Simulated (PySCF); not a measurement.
# How methods differ on the excitation energy of O

O [He] 2s2 2p4 (3P) → O [He] 2s1 2p5 (3P), as a difference of total energies. All numbers are calculated (PySCF 2.14, the spin-free X2C one-electron Hamiltonian (Gaussian nucleus), in x2c-TZVPPall with one added diffuse shell each of s, p, d type (6s4p3d1f, 40 functions)). Correlated levels: valence: 1s2 frozen; valence and next inner shell: nothing frozen. The calculations carry no spin-orbit coupling.

| method | excitation energy (eV) |
| --- | --- |
| UHF | 16.902 |
| LDA | 14.335 |
| PBE | 14.535 |
| PBE0 | 15.184 |
| r2SCAN | 15.182 |
| M06 | 14.884 |
| TPSSh | 15.280 |
| MN15 | 14.467 |
| BLYP | 14.463 |
| MP2 (valence) | 16.039 |
| SCS-MP2 (valence) | 15.972 |
| MP2 (valence and next inner shell) | 16.009 |
| SCS-MP2 (valence and next inner shell) | 15.954 |

Q: How much does correlation contribute at MP2 (valence and next inner shell)?

A: 16.009 − (16.902) = -0.893 eV, measured against UHF.

The upper state lies above the first ionisation limit, where it may autoionise and the basis confines it.
